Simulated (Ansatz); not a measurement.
A nudged elastic band was laid between two geometries of a periodic cell of 17 atoms, Si16Ge (host Si, host structure diamond, interstitial Ge).

The calculation used DFT PBEsol, scalar-relativistic, plane waves, PAW in Ansatz. Settings: PAW set soft_1, cutoff 420 eV, k mesh 2x2x2, gaussian smearing 0.05 eV, no spin polarisation.

```yaml
movable_images: 5
climbing_image: yes
spring: 1.0 eV/Å²
optimiser: lbfgs
start_path: IDPP
force_threshold: 0.05 eV/Å
iteration_limit: 55
end_points: relaxed
```

First end point:

```xyz
17
Lattice="0.0000 5.4300 5.4300 5.4300 0.0000 5.4300 5.4300 5.4300 0.0000" Properties=species:S:1:pos:R:3
Si 0.047 -0.004 0.000
Si 1.348 1.363 1.365
Si 2.714 2.664 -0.001
Si 4.113 4.028 1.398
Si 2.713 -0.004 2.666
Si 4.112 1.393 4.031
Si 5.429 2.709 2.713
Si 6.744 4.027 4.029
Si 0.000 2.713 2.714
Si 1.349 4.061 4.064
Si 2.715 5.426 2.762
Si 4.081 6.793 4.063
Si 2.714 2.757 5.429
Si 4.080 4.061 6.794
Si 5.381 5.426 5.428
Si 6.746 6.823 6.827
Ge 8.144 5.423 5.428
```

Last end point:

```xyz
17
Lattice="0.0000 5.4300 5.4300 5.4300 0.0000 5.4300 5.4300 5.4300 0.0000" Properties=species:S:1:pos:R:3
Si -0.009 0.012 -0.009
Si 1.357 1.314 1.357
Si 2.754 2.679 -0.040
Si 4.120 4.076 1.358
Si 2.723 0.012 2.723
Si 4.072 1.361 4.072
Si 5.420 2.709 2.724
Si 6.787 4.076 4.024
Si -0.040 2.679 2.755
Si 1.357 4.076 4.121
Si 2.757 5.473 2.758
Si 4.071 6.795 4.072
Si 2.724 2.709 5.421
Si 4.024 4.076 6.787
Si 5.387 5.474 5.387
Si 6.787 6.839 6.787
Ge 6.786 4.082 6.787
```

(1) What changes between the two ends?

(2) What energy profile does the band end with?

(3) What is the geometry of the highest image?

The band took 28 iterations and roughly 18 core-minutes.

## Answers

(1) Contacts lost: Si6–Ge17. Contacts made: Si9–Ge17. The atom that moves furthest is Ge17, by 2.34 Å.

(2) The forces met the threshold. The highest image is number 3 of 0 to 6, 0.32 eV above the ends, which have the same energy within 2 meV. By the program's own check the climbing image is of a kind that is not told: the force calls were inconclusive, a negative curvature could not be distinguished from the path's own, the only one lies far off the path, or fixed occupations may fill a level only in part (lowest curvatures found: 0.17 and 0.33 eV/Å²). Limits of this set-up: coarse k mesh, PAW files made for another functional.

```
image  path coordinate (Å)  energy (eV)  Si6–Ge17 (Å)  Si9–Ge17 (Å)
    0                 0.00         0.00          2.42          4.70
    1                 0.59         0.12          2.47          4.22
    2                 1.17         0.30          2.63          3.72
    3                 1.76         0.32          3.05          3.06
    4                 2.35         0.30          3.71          2.63
    5                 2.94         0.12          4.22          2.47
    6                 3.52         0.00          4.70          2.42
```

(3) 
```xyz
17
Lattice="0.0000 5.4300 5.4300 5.4300 0.0000 5.4300 5.4300 5.4300 0.0000" Properties=species:S:1:pos:R:3
Si 0.023 -0.089 0.089
Si 1.446 1.335 1.268
Si 2.841 2.589 -0.126
Si 4.199 3.946 1.484
Si 2.625 -0.089 2.691
Si 3.798 1.083 4.346
Si 5.172 2.457 2.972
Si 6.660 3.945 3.944
Si 0.272 2.988 2.442
Si 1.446 4.162 4.094
Si 2.841 5.556 2.840
Si 4.328 7.044 3.816
Si 2.625 2.738 5.519
Si 4.050 4.162 6.698
Si 5.303 5.556 5.303
Si 6.660 6.915 6.914
Ge 7.467 4.754 6.105
```

The run took 18 min on 1 thread of Intel(R) Xeon(R) Platinum 8259CL CPU @ 2.50GHz (Skylake/Cascade Lake), with other jobs on the host, peak memory 0.98 GiB.
